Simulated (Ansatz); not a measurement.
Basis-set extrapolation for `B[SiH2]OC[SiH3]` (PBE0-D4/def2-TZVP geometry, frozen core, the Gaussian-basis code of Ansatz). Multiplicity 1, RHF reference.

```csv
,def2-TZVPP,def2-QZVPP
HF,-720.585049,-720.610259
MP2 correlation,-0.757485,-0.812361
CCSD(T) correlation,-0.855671,not run
```

Energies in hartree. Use E(X) = E(∞) + A·exp(−7.88·√X) for Hartree–Fock and E(X) = E(∞) + B·X^(−2.97) for correlation, with X = 3 and 4, and add CCSD(T) minus MP2 of the smaller set to the MP2 limit.

Task: What is the CCSD(T) energy at the basis-set limit?

Result: HF limit: -720.610259 + (-0.025210) × 0.13774 = -720.61373. MP2 limit: -0.812361 + (-0.054876) × 0.74074 = -0.85301. Higher-order term: -0.855671 − (-0.757485) = -0.09819. Total: -721.56493 hartree, 326.1 kJ/mol below CCSD(T)/def2-TZVPP.
